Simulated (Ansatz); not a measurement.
Computed with Ansatz on PBE0-D4/def2-TZVP structures; ΔE is electronic, products minus reactants. CCSD(T)/CBS is the MP2 limit (def2-TZVPP, def2-QZVPP) plus CCSD(T) − MP2 in def2-TZVPP, frozen cores. This one scheme is used for every species. Functionals use def2-TZVPP. For Ga outer-core shells are correlated without core-valence functions, which leaves a few kJ/mol of doubt a bond. Scalar relativity is left out up to krypton. Each species was taken in one conformer, which may not be the lowest.

Reaction (ligand exchange at a Ga–F bond): `C[N](C)[Ga]([F])[N](C)C` + `CNC` → `C[N](C)[Ga]([N](C)C)[N](C)C` + H–F

```tsv
level	ΔE (kJ/mol)
LDA (SPW92)	59.0
r2SCAN0-D4	71.2
HF/def2-TZVPP	104.4
MP2/def2-TZVPP	56.2
```

**Question.** What does CCSD(T)/CBS give? (Best estimate.)

**Answer.** Computed: +59.4 kJ/mol. The listed levels differ from it by -0.4, 11.8, 45.0, -3.2 kJ/mol.

Largest T1 diagnostic among the species: 0.013.

Leaving LDA and LC-ωPBE aside and taking each functional with its dispersion term where it has one, the values, not all of them listed here, spread over 22.1 kJ/mol, from revPBE-D4 to B2PLYP. LDA lies −23.1 kJ/mol from PBE without D4. In def2-TZVPP, CCSD(T) changes the Hartree–Fock value by −43.1 kJ/mol (the triples alone add −5.9 kJ/mol) and MP2 by −48.2 kJ/mol.

CCSD(T)/CBS has its own doubt, a few kJ/mol and more with outer-core shells, so smaller differences from it don't rank the levels.
